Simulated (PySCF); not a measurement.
Assignment exercise: C4H11NO3Si

Geometry (Å), atoms numbered from 1 in this order:
```xyz
20

C     3.3071    0.6117   -1.1217
N     1.8831    0.4340   -1.2223
Si    0.9531   -0.2983    0.0088
O     1.4637    0.2417    1.4548
O    -0.5461    0.1970   -0.4217
C    -1.7585   -0.4229   -0.2111
C    -2.8957    0.5944   -0.3591
C    -1.8548   -1.1186    1.1210
O    -0.9452   -1.2640    1.8872
H     3.5804    1.5718   -0.6718
H     3.7692    0.5451   -2.1099
H     3.7075   -0.1783   -0.4932
H     1.4458    1.1239   -1.8107
H     1.1020   -1.7513   -0.0843
H     1.0329   -0.0784    2.2458
H    -1.8977   -1.2244   -0.9622
H    -2.8337    1.0553   -1.3404
H    -2.7901    1.3718    0.3935
H    -3.8624    0.1108   -0.2505
H    -2.8657   -1.5105    1.3413
```

[PySCF 2.14: structure optimised with GFN2-xTB; PBE0/pcSseg-1 with gauge-including orbitals; equivalent nuclei averaged; relativity neglected; a single conformation; in vacuum]

References, each an isolated molecule treated in the same way: 13C and 1H against TMS.

(1) Assign these signals to the numbered atoms. 13C{1H} NMR (computed): δ 212.4 (CH), 80.3 (CH), 29.4 (CH3), 19.2 (CH3).

(2) Assign these signals to the numbered atoms. 1H NMR (600 MHz, computed): δ 9.72 (d, 1H), 4.77 (s, 1H), 4.62 (m, 1H), 3.17 (br s, 1H), 2.70 (s, 3H), 1.47 (d, 3H), 0.22 (br s, 1H).

Results:

(1) 
212.4 → C8, aldehyde carbonyl carbon: low-lying n→π* states of the double bond to the heteroatom give a large paramagnetic term (-277 ppm)
80.3 → C6, sp3 CH bonded to O, α to a carbonyl: deshielded by the electronegative neighbour
29.4 → C1, methyl carbon bonded to N: the inductive effect lowers its shielding
19.2 → C7, methyl carbon: saturated and bonded to C and H only

(2) 
9.72 → H20, hydrogen on an aldehyde carbonyl carbon: the C=O anisotropy and electron withdrawal place aldehyde protons far downfield
4.77 → H14, hydrogen on a silicon bonded to N, 2 O
4.62 → H16, hydrogen on an sp3 CH bonded to O, α to a carbonyl: its carbon carries O, which withdraws density
3.17 → H15, hydrogen on an oxygen bonded to Si: exchangeable; this is the value without hydrogen bonding to other molecules
2.70 → H10/H11/H12, hydrogen on a methyl carbon bonded to N: its carbon carries N, which withdraws density
1.47 → H17/H18/H19, hydrogen on a methyl carbon
0.22 → H13, hydrogen on a nitrogen bonded to C, Si: exchangeable; this is the value without hydrogen bonding to other molecules

Exchangeable OH/NH protons stand at their gas-phase positions; hydrogen bonding in a real sample shifts them, mostly to higher δ. Shifts are as computed. Against solution values, carbons near 30 ppm lie about +3 ppm off and those near 130 ppm about +5 ppm. Of 1309 compounds with measured shifts, 239 miss one by over three times the rms of a fit or turn the order of signals round; such compounds aren't used in these exercises. Multiplicities follow the n + 1 count of equivalent neighbours, as no J values were calculated; m marks all less simple cases, F and P coupling included.
